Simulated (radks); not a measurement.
Excited configurations of neutral tin: one electron is placed in a higher orbital outside [Kr] 4d10 5s2 5p1. The ground configuration is [Kr] 4d10 5s2 5p2. Calculated with a radial shooting solver on a logarithmic mesh with Libxc functionals: scalar-relativistic Kohn-Sham, PBEsol, spin-unpolarised, spherical densities, finite nucleus; Fermi nuclear charge, rms radius 4.6519 fm. Excitation = E - E(ground); binding = E(ion) - E, where the ion is the core of charge +1; n* = 1/sqrt(2 binding) in atomic units, and the quantum defect is n - n*.

| outer orbital | excitation (eV) | binding (eV) | n* | quantum defect | eigenvalue (eV) | <r> (bohr) |
|---|---|---|---|---|---|---|
| 4f | 5.992 | 0.906 | 3.875 | 0.125 | -0.427 | 17.35 |
| 5d | 5.131 | 1.767 | 2.775 | 2.225 | -0.682 | 8.665 |
| 5f | 6.272 | 0.627 | 4.660 | 0.340 | -0.360 | 29.37 |
| 6s | 3.895 | 3.003 | 2.129 | 3.871 | -1.728 | 7.102 |
| 6p | 4.833 | 2.066 | 2.566 | 3.434 | -1.138 | 9.473 |
| 6f | 6.445 | 0.453 | 5.478 | 0.522 | -0.281 | 43.97 |
| 7p | 5.754 | 1.145 | 3.448 | 3.552 | -0.684 | 18.30 |
| 7d | 6.170 | 0.728 | 4.323 | 2.677 | -0.442 | 27.82 |
| 7f | 6.555 | 0.343 | 6.299 | 0.701 | -0.223 | 61.59 |

The Delta-SCF ionisation energy is 6.898 eV (NIST Atomic Spectra Database: 7.344 eV, measured). Self-interaction in the functional shifts the binding energies and quantum defects, so they are the method's values and not measured ones. Spin polarisation and multiplet splitting are left out, so open shells lie too high by an amount that depends on their filling. Spin-orbit splitting is averaged out at the scalar-relativistic level.

Beside tabulated values, note that spin-unpolarised runs miss the spin-polarisation part of the exchange energy of open shells.
